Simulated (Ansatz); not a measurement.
Sn₇Ge₇H₂₀, an alloyed nanocrystal cut from the lattice of tin (7 Ge, random), relaxed as a singlet with RKS r2SCAN-D4/def2-SVP in Ansatz, starting from the GFN2-xTB geometry. Force threshold 0.03 eV/Å.

In the def2 sets Sn takes a core potential; there is no spin–orbit coupling. Single mean-field runs in def2-SVP are fitted with def2-universal-jkfit.

Start:

Cartesian coordinates in Å:
```
Sn -0.356 3.351 1.866
Sn -1.473 -3.628 0.284
Sn 0.187 0.017 1.287
Sn -2.555 0.552 -1.411
Ge 1.273 2.818 -1.696
Ge 1.145 -1.222 -2.046
Sn 3.474 1.264 1.172
Sn -3.545 -2.030 -0.831
Ge -2.075 1.536 1.043
Ge 1.844 3.142 0.610
Sn -0.708 -2.280 2.566
Ge 0.128 -3.429 -1.762
Ge 2.450 -0.908 0.088
Ge -0.091 0.912 -2.320
H -0.066 3.217 3.524
H -0.877 4.957 1.736
H -2.385 -5.018 -0.166
H 0.707 0.396 2.882
H -3.446 1.905 -1.988
H 0.586 4.039 -2.266
H 2.529 2.660 -2.539
H 2.314 -1.300 -3.060
H 3.730 1.075 2.838
H 5.033 1.621 0.596
H -4.908 -1.466 0.013
H -4.304 -2.165 -2.346
H -2.763 1.064 2.356
H 2.588 4.466 0.671
H -2.106 -2.663 3.445
H 0.227 -3.619 3.009
H 1.346 -4.326 -1.622
H -0.366 -3.776 -3.156
H 2.668 -2.111 1.070
H -0.206 0.948 -3.848
```

| step | energy (eV) | largest force component (eV/Å) | SCF passes |
| --- | --- | --- | --- |
| 1 | -436743.7708 | 0.982 | 18 |
| 2 | -436745.0468 | 0.849 | 24 |
| 3 | -436745.5730 | 0.568 | 23 |
| 4 | -436745.8525 | 0.436 | 19 |
| 5 | -436746.0353 | 0.215 | 19 |
| 6 | -436746.1594 | 0.136 | 18 |
| 7 | -436746.2447 | 0.118 | 18 |
| 8 | -436746.2991 | 0.129 | 19 |
| 9 | -436746.3428 | 0.110 | 18 |
| 10 | -436746.3614 | 0.150 | 18 |
| 11 | -436746.3726 | 0.147 | 19 |
| 12 | -436746.3801 | 0.012 | 19 |

Force components are those of the run's own axes.

End:

Cartesian coordinates in Å:
```
Sn -0.2016 3.5487 1.7151
Sn -1.8244 -3.5810 -0.3245
Sn 0.0712 -0.6642 2.4512
Sn -2.2389 0.8298 -0.8488
Ge 1.1550 2.8483 -2.1499
Ge 1.4006 -1.1018 -1.4901
Sn 3.4813 1.4792 0.9422
Sn -3.6339 -1.5855 -1.0665
Ge -1.4974 1.2716 1.6284
Ge 1.8671 3.3672 0.1181
Sn -1.1704 -3.1684 2.3604
Ge 0.3253 -3.2681 -1.7940
Ge 2.1196 -0.7532 0.8131
Ge -0.0273 0.7205 -2.2542
H 0.3255 3.8883 3.3170
H -1.2308 4.8315 1.2086
H -2.4672 -5.1590 -0.5920
H 0.6449 -0.2885 4.0352
H -3.1834 2.1663 -1.3963
H 0.2293 3.9638 -2.6779
H 2.3925 2.7938 -3.0705
H 2.6724 -1.0908 -2.3748
H 3.9879 1.7825 2.5571
H 4.8805 1.4043 -0.0554
H -5.0070 -1.5731 -0.0290
H -4.2007 -1.8198 -2.6743
H -2.7455 1.3440 2.5412
H 2.6100 4.7244 0.0950
H -2.5738 -3.2269 3.3543
H -0.0821 -4.3742 2.9305
H 1.3490 -4.3753 -1.4663
H -0.0576 -3.4239 -3.2815
H 3.0181 -1.9493 1.2114
H -0.3883 0.4391 -3.7328
```

By distances, no bond broke or formed. The bond that changes most is Sn3–Ge9, from 2.74 to 2.62 Å (atoms count from 1).

No frequencies were taken in this run, so the end may be a saddle point.

Run time 70 s (2 threads of AMD EPYC 7R13 on a shared host and a share (18 GiB) of an NVIDIA H100 80GB HBM3), peak host memory 1.2 GiB.
